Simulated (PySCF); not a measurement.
Ta(NH)(OH)2(Me) (CH6NO2Ta), SMILES [CH3][Ta]([OH])([OH])=[NH], multiplicity 1. Atoms are numbered in the order given.

```xyz
11

Ta    -0.0584     0.0133     0.0000
N     -0.2262     1.7858     0.0000
H     -0.3734     2.7882     0.0000
O     -0.7210    -0.7801     1.6178
H     -1.1290    -0.4651     2.4313
O     -0.7210    -0.7801    -1.6178
H     -1.1290    -0.4651    -2.4313
C      2.0947    -0.2962     0.0000
H      2.5640     0.1548     0.8905
H      2.5640     0.1548    -0.8905
H      2.3157    -1.3796     0.0000
```
Charge 0, spin multiplicity 1.

Geometry optimised at B3LYP-D3(BJ)/def2-SVP. The spin state was assumed, not searched. The def2 effective core potentials stand for the cores of Ta; spin–orbit coupling is left out. The values are those of a single conformer.

Computed with HF/def2-TZVP (PySCF).

Symmetry labels are those of the subgroup Cs that the program uses (full group Cs).

Question: List the valence orbital energies around the gap with their symmetry. (An estimate is asked for; the answer gives what the named calculation found.)

Answer: 
| orbital | symmetry | energy (eV) |
|---|---|---|
| HOMO−7 | A' | -14.90 |
| HOMO−6 | A' | -14.78 |
| HOMO−5 | A" | -14.17 |
| HOMO−4 | A' | -14.05 |
| HOMO−3 | A" | -13.64 |
| HOMO−2 | A' | -11.44 |
| HOMO−1 | A" | -10.62 |
| HOMO | A' | -10.47 |
| LUMO | A' | 2.26 |
| LUMO+1 | A" | 3.50 |
| LUMO+2 | A' | 3.54 |
| LUMO+3 | A" | 4.04 |
